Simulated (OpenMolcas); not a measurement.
**Mo2+: CASPT2 settings compared**

```json
{
 "Program": "OpenMolcas",
 "Basis": "ANO-RCC-VTZP [7s6p4d2f1g]",
 "Scalar Hamiltonian": "DKH2, point nucleus",
 "Active space": "4 electrons in 5 orbitals (4d)",
 "State averaging": "2S+1 = 5 even, 5 roots; 2S+1 = 3 even, 45 roots kept (CI in the orbitals of an earlier block); 2S+1 = 1 even, 50 roots kept (CI in the orbitals of an earlier block)",
 "Spin-orbit coupling": "state interaction with AMFI integrals over the reference wave functions, term energies averaged over their components"
}
```

Methods on the same reference wave functions:
A. CASSCF
B. SS-CASPT2, IPEA 0.6 Eh, no level shift (closed shells correlated: 3d 4s 4p)
C. SS-CASPT2, IPEA 0.35 Eh, imaginary shift 0.25 Eh (closed shells correlated: 3d 4s 4p)
D. MS-CASPT2, IPEA 0.6 Eh, no level shift (closed shells correlated: 3d 4s 4p)
E. MS-CASPT2, IPEA 0.35 Eh, imaginary shift 0.25 Eh (closed shells correlated: 3d 4s 4p)
F. XMS-CASPT2, IPEA 0.5 Eh, no level shift (closed shells correlated: 4s 4p)

Energies in eV above 4d4 5D0, the measured ground level; measured values from Sugar and Musgrove, J. Phys. Chem. Ref. Data 17, 155 (1988).

| Level | A | B | C | D | E | F | Measured |
| --- | --- | --- | --- | --- | --- | --- | --- |
| 4d4 5D0 | 0.0000 | 0.0000 | 0.0000 | 0.0000 | 0.0000 | 0.0000 | 0.0000 |
| 4d4 5D1 | 0.0270 | 0.0285 | 0.0289 | 0.0285 | 0.0289 | 0.0299 | 0.0300 |
| 4d4 5D2 | 0.0767 | 0.0798 | 0.0806 | 0.0798 | 0.0805 | 0.0825 | 0.0829 |
| 4d4 5D3 | 0.1441 | 0.1476 | 0.1485 | 0.1476 | 0.1485 | 0.1506 | 0.1518 |
| 4d4 5D4 | 0.2250 | 0.2276 | 0.2282 | 0.2275 | 0.2282 | 0.2295 | 0.2321 |
| 4d4 3H4 | 1.9693 | 1.755 | 1.725 | 1.754 | 1.724 | 1.628 | 1.5721 |
| 4d4 3P0(1) | 2.0226 | 1.645 | 1.573 | 1.645 | 1.573 | 1.426 | 1.3823 |
| 4d4 3H5 | 2.0302 | 1.823 | 1.793 | 1.823 | 1.793 | 1.702 | 1.6460 |
| 4d4 3H6 | 2.0895 | 1.885 | 1.857 | 1.885 | 1.857 | 1.764 | 1.7124 |
| 4d4 3P1(1) | 2.1764 | 1.802 | 1.729 | 1.802 | 1.729 | 1.583 | 1.5511 |
| 4d4 3F3(1) [73 %] | 2.2847 | 1.967 | 1.911 | 1.966 | 1.910 | 1.782 | 1.7294 |
| 4d4 3F2(1) | 2.2952 | 1.977 | 1.916 | 1.975 | 1.915 | 1.775 | 1.7269 |
| 4d4 3F4(1) | 2.3142 | 2.003 | 1.948 | 2.003 | 1.948 | 1.819 | 1.7725 |
| 4d4 3P2(1) | 2.4143 | 2.035 | 1.963 | 2.035 | 1.963 | 1.816 | 1.7801 |
| 4d4 3G3 [73 %] | 2.5192 | 2.191 | 2.146 | 2.192 | 2.146 | 2.048 | 1.9678 |
| 4d4 3G4 | 2.5702 | 2.238 | 2.196 | 2.239 | 2.196 | 2.096 | 2.0188 |
| 4d4 3G5 | 2.6077 | 2.282 | 2.242 | 2.282 | 2.242 | 2.154 | 2.0723 |
| 4d4 1I6 | 3.0241 | 2.652 | 2.653 | 2.652 | 2.653 | 2.519 | 2.5157 |
| 4d4 3D3 | 3.1821 | 2.683 | 2.615 | 2.683 | 2.615 | 2.514 | 2.4162 |
| 4d4 3D2 | 3.2008 | 2.696 | 2.630 | 2.695 | 2.630 | 2.519 | 2.4272 |
| 4d4 3D1 | 3.2317 | 2.736 | 2.667 | 2.736 | 2.667 | 2.567 |  |
| 4d4 1G4(1) | 3.2348 | 2.792 | 2.775 | 2.791 | 2.774 | 2.564 | 2.5555 |
| 4d4 1S0(1) | 3.7085 | 3.138 | 3.065 | 3.128 | 3.060 | 2.836 | 2.8504 |
| 4d4 1D2(1) | 3.9159 | 3.185 | 3.166 | 3.185 | 3.166 | 2.927 | 2.8276 |

Deviations, from unrounded energies. A percentage is the sum of absolute deviations over the sum of measured energies, with the sign that they share, or ± where signs differ.

| Against measurement | Levels | A | B | C | D | E | F |
| --- | --- | --- | --- | --- | --- | --- | --- |
| mean absolute deviation (cm-1) | 22 | 4100 | 1600 | 1200 | 1500 | 1200 | 360 |
| fine structure of the ground term (%) | 4 | -4.8 | -2.7 | -2.1 | -2.7 | -2.1 | -0.9 |
| other terms of the ground configuration (%) | 18 | +30.2 | +11.6 | +9.3 | +11.5 | +9.2 | ±2.7 |

F lies closest to measurement on these levels and A furthest from it. The largest miss of F in the table is 4d4 1D2(1), by +800 cm-1. The ranking rests on the paired levels alone, and a cruder setting can come out closer through cancelling errors.

Among B to F the level of the table that moves most is 4d4 1S0(1), by 2400 cm-1 (lowest in F, highest in B). Moves below CASPT2's spread within the term are not significant.

The mean deviations of B to F differ by less than CASPT2's widest spread within a term (2300 cm-1), so their order carries little weight.

From A to B the spin-free energies of the other terms of 4d4 shown, above 5D, scale by factors of 0.80 to 0.89, as is usual when dynamic correlation screens the repulsion within a d or f shell.

The lowest spin-free term lies below A's lowest term by 0.366 hartree in B, 0.376 hartree in C, 0.366 hartree in D, 0.376 hartree in E, 0.325 hartree in F.

CASPT2 breaks the degeneracy within a term, and the mean is taken; among the terms shown or strongly mixed into the levels shown the widest spread is 2300 cm-1 (4d4 1I, F). Levels of configurations with an s electron are missing; early in the row they begin among the upper levels of the d shell and mix with terms of their name. Terms from blocks run as CI alone lack orbitals of their own. The CASPT2 spread within a term exceeds the gap to the next term for 4d4 3D and 4d4 1G(1), so the order of their levels is uncertain (figures for B; the like holds for C, D, E, F). Without dynamic correlation excited terms often stand tens of per cent too high (terms of higher spin than the ground term too low), and those without a measured partner can miss by more than the paired ones (holds for A). Some levels mix across a computed gap that differs much from the measured one, so their mixing is not that of the real levels (holds for A; C; E). Some terms miss by over 15 % even with CASPT2, which points to a basis or an active space too small for the shells correlated (holds for B; D). Computed and measured levels are paired by configuration, term and J; levels that our copy of the source lacks, or whose pairing is in doubt (as where it misses far off the trend of its configuration), stay unpaired and out of the deviations. Levels of configurations outside the active space are missing. Levels that lie high or do not pair safely by name in every column are left out.

A share in square brackets marks a mixed level and gives the weight of the term that names it, the lowest over the columns. A number in round brackets counts repeated terms of one configuration in the order of the reference energies.
